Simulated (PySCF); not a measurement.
Computed IR spectrum (relative IR intensity) of a molecule C3H9NSi. The structure is a stationary point at r2SCAN-D4/def2-SVP. The values are those of a single conformer. Calculation: r2SCAN-D4/def2-SVP run with PySCF. Frequencies are harmonic and unscaled.

Lines under 2 % of the strongest are left out, and lines within 2 cm⁻¹ are merged.

```
ν (cm⁻¹)  relative intensity
--------  ------------------
228                      2.3
298                      4.0
477                      4.2
648                      6.5
679                       11
695                      4.1
795                      4.1
873                       16
903                      100
924                      5.4
950                       35
1016                     9.1
1254                     9.1
1327                      11
1422                     2.3
1445                     2.3
1458                      12
1703                     3.5
2193                      55
2198                      48
2887                      33
2958                      32
3082                     8.2
3107                     4.0
```

**Question.** Identify the compound among the candidates.
(A) C/N=C/[SiH2]C
(B) C/N=C(/C)[SiH3]
(C) C/C=N/[SiH2]C
(D) C=CN(C)[SiH3]

**Answer.** A, C/N=C/[SiH2]C
